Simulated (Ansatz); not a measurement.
Cost and result up the ladder for Cu3S2 (5 atoms). Total charge 0; doublet. Geometry: r2SCAN-D4/def2-SVP.

```tsv
atom	x (Å)	y (Å)	z (Å)
Cu1	-0.552	0.892	1.367
Cu2	1.575	-0.188	0.672
Cu3	-0.380	-0.261	-0.759
S4	1.505	-1.171	-1.228
S5	-2.147	0.729	-0.052
```

Ansatz on 4 threads of Arm Neoverse V1 on a shared host. Times are rough, and most runs start from the orbitals of an earlier one. PBE0-D4/def2-TZVP serves as the yardstick here, not as an exact answer. Differences are given only for rows in sets of like size (and for xTB, whose basis is part of the method), since another set adds its own error. Binding counts from free atoms at the same level (Cu doublet, S triplet; other spins of the atoms weren't run), without zero-point energy or a counterpoise term.

No other spin state of charge 0 was run. Another isomer (doublet) lies 1.35 eV lower at PBE0-D4/def2-TZVP; other spin states weren't run for this one.

Run but left out: HF/STO-3G, MP2/def2-TZVP, CCSD(T)/def2-SVP (⟨S²⟩ 1.77 to 4.71, where a pure state has 0.75).

```tsv
level	functions	wall time	binding energy per atom (eV)	difference from PBE0-D4/def2-TZVP (eV)
LDA (SPW92)/def2-TZVP	209	3.3 s	2.94	0.79
PBE-D4/def2-SVP	129	3.7 s	2.76	–
PBE-D4/def2-TZVP (with forces)	209	7.5 s	2.45	0.30
PBE0-D4/def2-SVP	129	7.5 s	2.36	–
PBE0-D4/def2-TZVP	209	16 s	2.15	0.00
r2SCAN-D4/def2-TZVP	209	20 s	2.46	0.31
B97M-V/def2-TZVP	209	26 s	2.34	0.19
BHLYP-D4/def2-TZVP	209	33 s	1.78	-0.37
```
